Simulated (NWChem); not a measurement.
C₂H₆AlCl; SMILES [CH3][Al]([CH3])[Cl]

Results from NWChem. Level PBE/def2-SVP: optimisations from one semi-empirical or force-field start; each run changes one setting, and all end within 0.3 mHa of each other.

| setting | optimisation steps |
|---|---|
| redundant internal coordinates, default thresholds | 8 |
| loose thresholds | 4 |
| no line search | 9 |
| Cartesian coordinates | 7 |
